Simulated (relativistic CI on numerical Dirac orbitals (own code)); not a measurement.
**Tm XXX: sensitivity of the levels to the model**

Base calculation: Dirac-Coulomb-Breit CI, orbitals from a KLI potential per configuration, model QED, unscaled Slater integrals.

Configuration list (outside the closed core [Ar] 3d10): 4s2 4p6 4d4, 4s2 4p5 4d5, 4s2 4p6 4d3 4f, 4s 4p6 4d5, 4s2 4p5 4d4 4f, 4s 4p6 4d4 4f, 4s2 4p6 4d3 5s, 4s2 4p6 4d2 4f 5s, 4s2 4p6 4d3 5p, 4s2 4p6 4d3 5d, 4s2 4p5 4d4 5s, 4s2 4p6 4d3 5f, 4s2 4p6 4d2 5s 5p, 4p6 4d5 4f, 4s 4p6 4d3 4f 5s, 4s2 4p6 4d3 6s, 4s2 4p6 4d3 6p, 4s2 4p6 4d3 6f, 4s2 4p6 4d3 7p, 4p6 4d6, 4p5 4d7, 4p5 4d6 4f, 4s2 4p6 4d2 5s2, 4s2 4p6 4d 4f 5s2, 4s2 4p5 4d2 4f 5s2, 4s 4p6 4d2 4f 5s2. Double excitations out of closed p, d and f shells are left out; levels of such configurations are missing from the list, as are those of other unlisted configurations, and high levels can miss mixing partners. These lack a partner that the ground configuration has and come out too high: 4s2 4p5 4d4 5s.

Variants: (1) valence Slater integrals scaled by 0.9; (2) configuration mixing switched off; (3) QED terms removed. Shifts of the energy above 4s2 4p6 4d4 3P_0, in cm⁻¹, for the lowest level and the first level of each name with at least 55 % of one term (blank where a level changes its place among those of its configuration and J or its character, or is not in the variant):

| Level | Base | Δ(1) | Δ(2) | Δ(3) |
| --- | --- | --- | --- | --- |
| 4s2 4p6 4d4 3P_0 | 0 | 0 | 0 | 0 |
| 4s2 4p6 4d4 5D_1 | 68095 | +2789 | +1459 | -249 |
| 4s2 4p6 4d4 5D_2 | 101422 | +1448 | +2220 | -305 |
| 4s2 4p6 4d4 5D_0 | 167683 | +1684 | +1732 | -472 |
| 4s2 4p6 4d4 3H_5 | 192654 | -537 | +4943 | -485 |
| 4s2 4p6 4d4 3G_4 | 216431 | -2494 | +4957 | -490 |
| 4s2 4p6 4d4 3G_5 | 294859 | -1053 | +4974 | -736 |
| 4s2 4p6 4d4 3D_1 | 296975 | -1952 | +2769 | -710 |
| 4s2 4p6 4d4 1D_2 | 384918 | -9386 | +1877 | -756 |
| 4s2 4p5 4d5 5P°_1 | 1312307 | +6436 |  | +557 |
| 4s2 4p5 4d5 5H°_7 | 1333626 | +3788 | -23810 | +579 |

At this charge energies of transitions that change n are usually good to better than 1 %, and those within a shell (Δn = 0) to a few per cent. Terms inside the open d or f shell come out 10 to 20 % too wide with unscaled integrals.

Ionisation energy from the two ground configurations alone: base 1109.99 eV. The NIST ASD value (theoretical) is 1110 eV.

LS names give the leading component of a level, which can be under half, so a name can repeat, a term be missing and a line seem to break the LS rules.
